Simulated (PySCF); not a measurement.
From orbital energies to excitation energies

Compound: CH11NSi3.
Z-matrix (Å and degrees, GFN2-xTB geometry), rows numbered from 1:
```
C 
Si  1  1.9039
Si  2  2.3206  1  110.85
Si  3  2.3061  2  117.95  1  -153.81
N   4  1.7284  3  104.98  2    42.79
H   1  1.0867  2  111.05  3    63.91
H   1  1.0864  2  112.15  3  -175.69
H   1  1.0865  2  110.84  3   -55.38
H   2  1.4715  1  106.96  3  -123.68
H   2  1.4715  1  107.07  3   123.21
H   3  1.4748  2  109.39  1    82.38
H   3  1.4785  2  108.68  1   -28.28
H   4  1.4777  3  114.67  2   167.79
H   4  1.4670  3  115.22  2   -69.85
H   5  1.0072  4  118.52  3  -171.05
H   5  1.0071  4  118.98  3    52.41
```

Computed with PySCF 2.14.0, density-fitted response routines, TDDFT CAM-B3LYP/def2-SVPD, vertical, gas phase, core orbitals frozen in the response.

Orbital energies (eV): HOMO-3 -10.46, HOMO-2 -9.91, HOMO-1 -9.33, HOMO -8.69, LUMO 0.59, LUMO+1 0.84, LUMO+2 1.25.

Computed singlets:

```
state  E (eV)       f
   S1    5.89  0.0040
   S2    6.55   0.011
   S3    6.85   0.178
   S4    7.06   0.086
   S5    7.25   0.015
   S6    7.29   0.027
   S7    7.43   0.024
   S8    7.47   0.012
```

**Question.** Which orbital pair leads each of S1, S4 and S7, and how does its energy difference Δε compare with the excitation energy?

**Answer.** 

```tsv
state	leading configuration	weight	Δε (eV)	E (eV)	E − Δε (eV)	f	other configurations
S1	HOMO→LUMO	0.92	9.28	5.89	-3.39	0.0040	–
S4	HOMO-1→LUMO+1	0.63	10.17	7.06	-3.11	0.086	H-1→L (11%)
S7	HOMO-2→LUMO	0.72	10.50	7.43	-3.07	0.024	–
```

E − Δε runs from -3.39 to -3.07 eV. Among themselves, these states come in the order of their orbital differences.

H and L stand for HOMO and LUMO. The other states: S2 6.55 eV, f 0.011, H→L+1 (50%), H→L+2 (15%), H-1→L+1 (14%); S3 6.85 eV, f 0.178, H-1→L (54%), H→L+1 (17%); S5 7.25 eV, f 0.015, H→L+3 (61%), H→L+2 (8%); S6 7.29 eV, f 0.027, H→L+4 (45%), H→L+2 (31%); S8 7.47 eV, f 0.012, H→L+4 (25%), H→L+3 (22%), H→L+2 (18%).

**Question.** Which computed triplets share their leading configuration (75% or more) with a singlet, and how far apart are the partners?

**Answer.** 

```
configuration  triplet  E(T) (eV)  singlet  E(S) (eV)  E(S) − E(T) (eV)
    HOMO→LUMO       T1       5.53       S1       5.89             +0.36
```

The 3 triplets are Tamm–Dancoff values, the singlets full response.

Summed over the main configurations (up to three a state, each over 8%) of all 8 singlets, the electron leaves HOMO with weight 3.83, HOMO-1 with weight 1.41 and HOMO-2 with weight 0.72.

Time: 41 s of wall time (grids of density and orbitals included); peak memory 0.92 GiB. Hardware: Arm Neoverse V2, one thread, shared host.

One conformer stands for the species.

Without π bonds the low states are Rydberg-like; a valence basis with one diffuse set may place them up to an eV too high.
